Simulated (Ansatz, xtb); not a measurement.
**CH7AlGe: 3 structures ranked**

3 gas-phase structures of CH7AlGe, found in a search over its isomers (lower ones may exist). Each was relaxed with GFN2-xTB:

A. `[AlH2][CH2][GeH3]`, a singlet
B. `[CH3][GeH2][AlH2]`, a singlet
C. `[CH3][AlH][GeH3]`, a singlet

Task: Which do you expect lowest at r2SCAN-D4/def2-SVP, and how would the others follow?

Result: Calculated order at r2SCAN-D4/def2-SVP: C (0.0), B (21.8), A (38.9) kJ/mol.

Energies above the lowest of each column, in kJ/mol; the last columns are at PBE0-D3(BJ)/def2-SVP geometries:

```
structure  GFN2-xTB  HF/STO-3G  r2SCAN-D4/def2-SVP  PBE0-D3(BJ)/def2-SVP  CCSD(T)/def2-TZVP
        C      12.9        0.0                 0.0                   0.0                0.0
        B       0.0       35.0                21.8                  23.2               18.2
        A      20.4       50.0                38.9                  40.9               31.6
```

CCSD(T)/def2-TZVP puts C lowest; GFN2-xTB picks B. Flexible structures stand in one conformer each, not always the lowest.

Programs: Ansatz 0.2.0, xtb 6.7.1.
